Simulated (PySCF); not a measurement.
Electron correlation in Ru (ruthenium, neutral)

[Kr] 4d6 5s2, high-spin 5D determinant (an excited configuration). All numbers are calculated (PySCF 2.14, the spin-free X2C one-electron Hamiltonian (Gaussian nucleus), in x2c-QZVPPall). Frozen: [Kr]; 8 electrons correlated.

MP2 pair energies summed by pair of shells (mhartree):

```json
{"pair": "4d-4d", "energy": "-110.45", "share (%)": "59.4"}
{"pair": "4d-5s", "energy": "-55.54", "share (%)": "29.8"}
{"pair": "5s-5s", "energy": "-20.09", "share (%)": "10.8"}
```

Total MP2 correlation energy: -186.08 mhartree.

Same-spin part -85.65 and opposite-spin part -100.43 mhartree; SCS-MP2 scales them by 1/3 and 6/5 to -149.06 mhartree.
